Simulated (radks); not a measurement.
In47+, 2 electrons, occupied as [He].

Calculated with a radial shooting solver on a logarithmic mesh with Libxc functionals: Dirac Kohn-Sham, PBE, spin-unpolarised, spherical densities, point nucleus.

Energy parts (eV):
part                       energy
total                  -66682.970
kinetic                 71381.016
electron-nucleus      -138945.354
Hartree                  1737.917
exchange-correlation     -856.549

Orbitals (lengths in bohr, moments of r in powers of bohr):
orbital  occ.  eigenvalue (eV)     <r^2>
1s1/2       2        -32589.49  0.001177

The highest occupied level is 1s1/2 at -32589 eV. For comparison, the ionisation energy in NIST's Atomic Spectra Database is 32837.6 eV (theoretical). In exact Kohn-Sham theory the highest level is minus the ionisation energy, but local and semilocal functionals leave it too shallow, through self-interaction and a potential that decays too fast; potentials with the right tail come closer. Summed over all electrons, <r^2> = 0.002354 bohr^2, which gives a Langevin (diamagnetic) susceptibility term of -0.00186 x 10^-6 cm^3/mol.
